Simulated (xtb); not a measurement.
carbon atom (C), triplet; GFN2-xTB in xtb 6.7.1.

Input for xtb:
```
$ xtb mol.xyz --gfn 2 --uhf 2 --acc 0.1 --json

# file mol.xyz
1

C      0.00000000     0.00000000     0.00000000
```

Question: What does xtb print? Leave out banner, timings and long lists.

Answer: 
```
   ID    Z sym.   atoms
    1    6 C      1

           -------------------------------------------------
          |                Calculation Setup                |
           -------------------------------------------------

           -------------------------------------------------
          |                 G F N 2 - x T B                 |
           -------------------------------------------------

          ...................................................
          :                      SETUP                      :
          :.................................................:
          :  # basis functions                   4          :
          :  # atomic orbitals                   4          :
          :  # shells                            2          :
          :  # electrons                         4          :
          :  max. iterations                   250          :
          :  Hamiltonian                  GFN2-xTB          :
          :  restarted?                      false          :
          :  GBSA solvation                  false          :
          :  PC potential                    false          :
          :  electronic temp.          300.0000000     K    :
          :  accuracy                    0.1000000          :
          :  -> integral cutoff          0.3500000E+02      :
          :  -> integral neglect         0.1000000E-08      :
          :  -> SCF convergence          0.1000000E-06 Eh   :
          :  -> wf. convergence          0.1000000E-04 e    :
          :  Broyden damping             0.4000000          :
          :  net charge                          0          :
          :  unpaired electrons                  2          :
          ...................................................

 iter      E             dE          RMSdq      gap      omega  full diag
   1     -1.7932964 -0.179330E+01  0.141E+01    0.00       0.0  T
   2     -1.7932964  0.000000E+00  0.113E+01    0.00       0.0  T
   3     -1.7932964  0.000000E+00  0.871E+00    0.00       0.0  T
   4     -1.7932964  0.000000E+00  0.697E+00    0.00       0.0  T
   5     -1.7932964  0.000000E+00  0.558E+00    0.00       0.0  T
   6     -1.7932964  0.000000E+00  0.446E+00    0.00       0.0  T
   7     -1.7932964  0.000000E+00  0.357E+00    0.00       0.0  T
   8     -1.7932964  0.000000E+00  0.285E+00    0.00       0.0  T
   9     -1.7932964  0.000000E+00  0.228E+00    0.00       0.0  T
  10     -1.7932964  0.000000E+00  0.183E+00    0.00       0.0  T
  11     -1.7932964  0.000000E+00  0.146E+00    0.00       0.0  T
  12     -1.7932964  0.000000E+00  0.117E+00    0.00       0.0  T
  13     -1.7932964  0.000000E+00  0.935E-01    0.00       0.0  T
  14     -1.7932964  0.000000E+00  0.748E-01    0.00       0.0  T
  15     -1.7932964  0.000000E+00  0.599E-01    0.00       0.0  T
  16     -1.7932964  0.000000E+00  0.479E-01    0.00       0.0  T
  17     -1.7932964  0.000000E+00  0.383E-01    0.00       0.0  T
  18     -1.7932964  0.000000E+00  0.307E-01    0.00       0.0  T
  19     -1.7932964  0.000000E+00  0.245E-01    0.00       0.0  T
  20     -1.7932964  0.000000E+00  0.196E-01    0.00       0.0  T
  21     -1.7932964  0.000000E+00  0.157E-01    0.00       0.0  T
  22     -1.7932964  0.000000E+00  0.126E-01    0.00       0.0  T
  23     -1.7932964  0.000000E+00  0.100E-01    0.00       0.0  T
  24     -1.7932964  0.000000E+00  0.803E-02    0.00       0.0  T
  25     -1.7932964  0.000000E+00  0.643E-02    0.00       0.0  T
  26     -1.7932964  0.000000E+00  0.514E-02    0.00       0.0  T
  27     -1.7932964  0.000000E+00  0.411E-02    0.00       0.0  T
  28     -1.7932964  0.000000E+00  0.329E-02    0.00       0.0  T
  29     -1.7932964  0.000000E+00  0.263E-02    0.00       0.0  T
  30     -1.7932964  0.000000E+00  0.211E-02    0.00       0.0  T
  31     -1.7932964  0.000000E+00  0.169E-02    0.00       0.0  T
  32     -1.7932964  0.000000E+00  0.135E-02    0.00       0.0  T
  33     -1.7932964  0.000000E+00  0.108E-02    0.00       0.0  T
  34     -1.7932964  0.000000E+00  0.863E-03    0.00       0.0  T
  35     -1.7932964  0.000000E+00  0.690E-03    0.00       0.0  T
  36     -1.7932964  0.000000E+00  0.552E-03    0.00       0.0  T
  37     -1.7932964  0.000000E+00  0.442E-03    0.00       0.0  T
  38     -1.7932964  0.000000E+00  0.353E-03    0.00       0.0  T
  39     -1.7932964  0.000000E+00  0.283E-03    0.00       0.0  T
  40     -1.7932964  0.000000E+00  0.226E-03    0.00       0.0  T
  41     -1.7932964  0.000000E+00  0.181E-03    0.00       0.0  T
  42     -1.7932964  0.000000E+00  0.145E-03    0.00       0.0  T
  43     -1.7932964  0.000000E+00  0.116E-03    0.00       0.0  T
  44     -1.7932964  0.000000E+00  0.926E-04    0.00       0.0  T
  45     -1.7932964  0.000000E+00  0.741E-04    0.00       0.0  T
  46     -1.7932964  0.000000E+00  0.593E-04    0.00       0.0  T
  47     -1.7932964  0.000000E+00  0.474E-04    0.00       0.0  T
  48     -1.7932964  0.000000E+00  0.379E-04    0.00       0.0  T
  49     -1.7932964  0.000000E+00  0.304E-04    0.00       0.0  T
  50     -1.7932964  0.000000E+00  0.243E-04    0.00       0.0  T
  51     -1.7932964  0.000000E+00  0.194E-04    0.00       0.0  T
  52     -1.7932964  0.000000E+00  0.155E-04    0.00       0.0  T
  53     -1.7932964  0.000000E+00  0.124E-04    0.00       0.0  T
  54     -1.7932964  0.000000E+00  0.995E-05    0.00       0.0  T
  55     -1.7932964  0.000000E+00  0.796E-05    0.00       0.0  T

   *** convergence criteria satisfied after 55 iterations ***

 transition dipole moment (au) for excitation:           2           3
     X       Y       Z
   0.0000   0.0000   0.0000  total (au/Debye):    0.000   0.000
 dE (eV)             :    0.000
 oscillator strength :  0.00000E+00

         :::::::::::::::::::::::::::::::::::::::::::::::::::::
         ::                     SUMMARY                     ::
         :::::::::::::::::::::::::::::::::::::::::::::::::::::
         :: total energy              -1.793296371365 Eh    ::
         :: gradient norm              0.000000000000 Eh/a0 ::
         :: HOMO-LUMO gap              0.000000000000 eV    ::
         ::.................................................::
         :: SCC energy                -1.793296371365 Eh    ::
         :: -> isotropic ES           -0.025000000000 Eh    ::
         :: -> anisotropic ES          0.000000000000 Eh    ::
         :: -> anisotropic XC          0.000000000000 Eh    ::
         :: -> dispersion              0.000000000000 Eh    ::
         :: repulsion energy           0.000000000000 Eh    ::
         :: add. restraining           0.000000000000 Eh    ::
         :: total charge               0.000000000000 e     ::
         :::::::::::::::::::::::::::::::::::::::::::::::::::::

           -------------------------------------------------
          |                Property Printout                |
           -------------------------------------------------

    * Orbital Energies and Occupations

         #    Occupation            Energy/Eh            Energy/eV
      -------------------------------------------------------------
         1        2.0000           -0.6918369             -18.8258
         2        0.6667           -0.4732350             -12.8774
         3        0.6667           -0.4732350             -12.8774 (HOMO)
         4        0.6667           -0.4732350             -12.8774 (LUMO)
      -------------------------------------------------------------
                  HL-Gap            0.0000000 Eh            0.0000 eV
             Fermi-level           -0.5275562 Eh          -14.3555 eV

     #   Z          covCN         q      C6AA      α(0)
     1   6 C        0.000     0.000    49.264    12.336

 Mol. C6AA /au·bohr⁶  :         49.263764
 Mol. C8AA /au·bohr⁸  :       1424.793668
 Mol. α(0) /au        :         12.336204

Wiberg/Mayer (AO) data.
largest (>0.10) Wiberg bond orders for each atom

 ---------------------------------------------------------------------------
     #   Z sym  total        # sym  WBO       # sym  WBO       # sym  WBO
 ---------------------------------------------------------------------------
     1   6 C    0.000
 ---------------------------------------------------------------------------

molecular dipole:
                 x           y           z       tot (Debye)
 q only:        0.000       0.000       0.000
   full:        0.000       0.000       0.000       0.000
molecular quadrupole (traceless):
                xx          xy          yy          xz          yz          zz
 q only:        0.000       0.000       0.000       0.000       0.000       0.000
  q+dip:        0.000       0.000       0.000       0.000       0.000       0.000
   full:        0.000       0.000       0.000       0.000       0.000       0.000

           -------------------------------------------------
          | TOTAL ENERGY               -1.793296371365 Eh   |
          | GRADIENT NORM               0.000000000000 Eh/α |
          | HOMO-LUMO GAP               0.000000000000 eV   |
           -------------------------------------------------

normal termination of xtb
```
